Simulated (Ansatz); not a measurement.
LaO3H3⁻. Charge -1, multiplicity 2. Geometry r2SCAN-D4/def2-SVP, that of the neutral singlet; atoms count from 1.

| atom | x (Å) | y (Å) | z (Å) |
| --- | --- | --- | --- |
| La1 | -0.324 | -0.009 | 0.648 |
| O2 | 1.677 | 0.222 | -0.452 |
| O3 | 1.718 | -1.229 | -0.148 |
| O4 | -2.029 | 0.655 | -0.506 |
| H5 | -0.289 | 0.948 | 2.600 |
| H6 | -2.671 | 1.017 | -1.121 |
| H7 | 1.919 | -1.602 | -1.021 |

In the def2 sets La takes a core potential; there is no spin–orbit coupling. The structure holds one bond between oxygen atoms, so isomers without such links may lie far lower. The highest occupied level of the charge -1 doublet lies above zero (up to 0.96 eV). By energy differences its removal costs 0.39 eV (vertical, to the charge 0 singlet, at PBE0-D4/def2-TZVPD); a positive level beside a positive removal energy at the same level points to self-interaction error. The structure comes from a short search, and lower isomers may exist.

Q: Estimate the Mulliken populations from the PBE0/def2-TZVPD orbitals of Ansatz.

A: 
```tsv
atom	charge (e)	spin (α − β)	d electrons
La1	0.13	1.35	1.16
O2	-0.51	-0.04	–
O3	-0.15	-0.20	–
O4	-0.53	-0.20	–
H5	-0.37	0.00	–
H6	0.15	0.05	–
H7	0.28	0.04	–
```
Mulliken values and Mayer orders depend strongly on the basis. With diffuse functions, as here, like atoms can get unlike values, and bond orders can come out too low or too high.

Q: Where does the spin sit?

A: Summed by element: La 1.35, O -0.44, H 0.10, of 1 unpaired in all. Largest on single atoms: La1 1.35, O4 -0.20, O3 -0.20.

Q: And the Mayer bond orders between bonded heavy atoms (over 0.3)?

A: La1–O2 0.43 (2.30 Å); O2–O3 0.69 (1.48 Å).
